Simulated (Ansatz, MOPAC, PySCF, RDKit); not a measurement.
Complex: CH3F (SMILES CF) (first 5 atoms) with C2H3N (SMILES CC#N); geometry from B3LYP-D3(BJ)/def2-TZVP, rigid monomers moved along the line of their centres of mass till F2···H9 is 2.22 Å.
(charge 0, multiplicity 1):
```xyz
11

C      0.3729     0.5925    -0.1777
F      1.1632    -0.2915     0.5656
H     -0.1778     1.2259     0.5152
H      1.0306     1.1901    -0.8090
H     -0.3111     0.0062    -0.7914
C      1.0956    -0.3695     3.5692
C      0.1842     0.6908     3.1725
N     -0.5349     1.5263     2.8459
H      1.4434    -0.8939     2.6798
H      1.9535     0.0511     4.0945
H      0.5884    -1.0731     4.2297
```

```json
[
 {"level": "MMFF94", "interaction energy (kcal/mol)": "-0.27", "cost": "-"},
 {"level": "PM3", "interaction energy (kcal/mol)": "2.12", "cost": "-"},
 {"level": "HF/STO-3G (no counterpoise)", "interaction energy (kcal/mol)": "-0.13", "cost": "-"},
 {"level": "HF/3-21G (no counterpoise)", "interaction energy (kcal/mol)": "-5.63", "cost": "-"},
 {"level": "HF/6-31G*", "interaction energy (kcal/mol)": "-0.06", "cost": "-"},
 {"level": "BP86/6-31G* (no counterpoise)", "interaction energy (kcal/mol)": "-2.74", "cost": "-"},
 {"level": "B3LYP/6-31G* (no counterpoise)", "interaction energy (kcal/mol)": "-3.78", "cost": "-"},
 {"level": "B3LYP/6-311+G** (no counterpoise)", "interaction energy (kcal/mol)": "-1.64", "cost": "-"},
 {"level": "B3LYP-D4/def2-TZVPPD", "interaction energy (kcal/mol)": "-2.97", "cost": "×1"},
 {"level": "PBE0-D4/def2-TZVPPD", "interaction energy (kcal/mol)": "-3.00", "cost": "×1"},
 {"level": "M06-2X/6-31G* (no counterpoise)", "interaction energy (kcal/mol)": "-5.34", "cost": "-"},
 {"level": "wB97M-V/def2-TZVPPD", "interaction energy (kcal/mol)": "-3.17", "cost": "×3"},
 {"level": "CCSD/aug-cc-pVDZ", "interaction energy (kcal/mol)": "-1.98", "cost": "-"},
 {"level": "CCSD(T)/aug-cc-pVDZ", "interaction energy (kcal/mol)": "-2.34", "cost": "×20"}
]
```

The rows run from -5.63 (HF/3-21G (no counterpoise)) to 2.12 kcal/mol (PM3).

Interaction energies are E(AB) − E(A) − E(B) at the monomers' geometry in the complex; basis-set methods are counterpoise corrected. Rows marked so take none.

Correlated levels freeze the cores. Rows in 3-21G, 6-311+G**, 6-31G*, STO-3G carry no dispersion term and start afresh at each structure (6-31G* with six Cartesian d functions). The state that PM3 reach isn't checked.

Programs: Ansatz (an electronic-structure program); MOPAC for PM3 (differences of heats of formation); PySCF for 3-21G rows, 6-311+G** rows, 6-31G* rows, STO-3G rows, the dispersion terms; RDKit for the force fields. 

Costs are rough ratios of core time to PBE/def2-TZVPPD (about 5 s over the structures, on one shared machine); a dash marks a level with no comparable run of its own.
